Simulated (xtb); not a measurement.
C$_{4}$H$_{9}$O$_{2}$Si (SMILES C=C[Si](OC)OC), doublet, geometry from GFN2-xTB. Base run: xtb with GFN0-xTB.

Input for xtb:
```
$ xtb mol.xyz --gfn 0 --uhf 1 --json

# file mol.xyz
16

C     -2.63976547    -0.71890640    -0.36072929
C     -1.40115394    -1.13608991    -0.07651608
Si    -0.02884822    -0.05590286     0.56748430
O      1.46502206    -0.42122896    -0.00209172
C      2.07250668    -1.66693517    -0.13660589
O     -0.18585370     1.54567283     0.41857635
C      0.27300157     2.38939802    -0.61026395
H     -2.88901294     0.32823208    -0.37991117
H     -3.43262705    -1.40506812    -0.61117153
H     -1.22715998    -2.20654713    -0.03935828
H      2.15672978    -2.16647299     0.83210851
H      3.07155826    -1.50924196    -0.54551187
H      1.50479701    -2.31004468    -0.81367072
H      0.28866065     3.40677451    -0.21857773
H      1.27557955     2.10541813    -0.93099455
H     -0.40553005     2.33924027    -1.46487842
```

The base run was repeated with changes; each row names its change, and settings that it needs were set with it.

```json
[
 {"change": "base", "ΔE vs base (kJ/mol)": "0.00"},
 {"change": "acc = 0.0001", "ΔE vs base (kJ/mol)": "0.00"},
 {"change": "etemp = 3000", "ΔE vs base (kJ/mol)": "-3.71"},
 {"change": "acc = 30", "ΔE vs base (kJ/mol)": "0.00"},
 {"change": "file = coord", "ΔE vs base (kJ/mol)": "0.00"}
]
```
